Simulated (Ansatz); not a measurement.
Geometry optimisation, Ansatz, RKS PBE-D4/6-31G.

Input:

```yaml
crystal:
  periodic: [false, false, false]
  atoms:
    - { symbol: C, position_ang: [-1.8457, 1.2704, 0.1703] }
    - { symbol: "N", position_ang: [-1.2308, 0.4902, -0.5707] }
    - { symbol: C, position_ang: [0.1601, 0.8347, -0.7078] }
    - { symbol: S, position_ang: [1.3396, 0.3357, 0.6702] }
    - { symbol: Si, position_ang: [1.2673, -1.817, 0.4744] }
    - { symbol: H, position_ang: [-2.9723, 1.1686, 0.3159] }
    - { symbol: H, position_ang: [-1.4257, 2.1989, 0.6595] }
    - { symbol: H, position_ang: [-1.22221, -0.29237, -1.25562] }
    - { symbol: H, position_ang: [0.3207, 1.933, -0.7822] }
    - { symbol: H, position_ang: [2.2961, -2.3596, 1.4335] }
    - { symbol: H, position_ang: [-0.0731, -2.3531, 0.889] }
    - { symbol: H, position_ang: [1.6323, -2.1653, -0.8879] }
basis:
  gaussian: { orbitals: "6-31G" }
hamiltonian:
  xc: pbe
  dispersion: d4
relax:
  f_tol: 0.02
  max_steps: 50
```

Launched with:

```bash
$ ansatz run input.yaml --threads 1 --pin off --max-ram 2048MiB --backend cpu --events-out ev --progress --plain --runs-dir out
```

Problem. Where does it end, and by what steps?

Solution. The run converged. The force dipped under the threshold on the way, but the program's further checks kept it going. Limits of this set-up: no polarisation functions. After 19 steps the energy has fallen by 2.819 eV; H8 moved furthest, 2.56 Å.

| step | energy less start (eV) | largest force component (eV/Å) | accepted |
| --- | --- | --- | --- |
| 0 | 0.0000 | 7.405 | yes |
| 1 | -1.1590 | 3.165 | yes |
| 2 | -1.6353 | 2.054 | yes |
| 3 | -1.9334 | 1.363 | yes |
| 4 | -2.1462 | 0.596 | yes |
| 5 | -2.2678 | 0.473 | yes |
| 6 | -2.3525 | 0.460 | yes |
| 7 | -2.4244 | 0.295 | yes |
| 8 | -2.4932 | 0.478 | yes |
| 9 | -2.5611 | 0.334 | yes |
| 10 | -2.6186 | 0.430 | yes |
| 11 | -2.6774 | 0.363 | yes |
| 12 | -2.7306 | 0.501 | yes |
| 13 | -2.7861 | 0.162 | yes |
| 14 | -2.8126 | 0.056 | yes |
| 15 | -2.7953 | 0.387 | no |
| 16 | -2.8183 | 0.054 | yes |
| 17 | -2.8022 | 0.577 | no |
| 18 | -2.8192 | 0.007 | yes |
| 19 | -2.8193 | 0.014 | yes |

```xyz
12
Properties=species:S:1:pos:R:3
C -2.198 1.519 -0.260
N -1.144 0.928 0.336
C 0.178 0.898 0.018
S 1.328 0.037 1.107
Si 1.502 -2.033 0.118
H -3.175 1.423 0.202
H -2.045 2.092 -1.171
H -1.355 0.411 1.200
H 0.526 1.420 -0.870
H 2.475 -2.855 0.937
H 0.147 -2.711 0.092
H 2.008 -1.886 -1.300
```

Whether the end is a true minimum wasn't checked by a vibrational analysis.

Run time: 89 s on 1 thread of Intel(R) Xeon(R) Processor @ 2.70GHz, with other jobs on the host, peak memory 0.18 GiB.
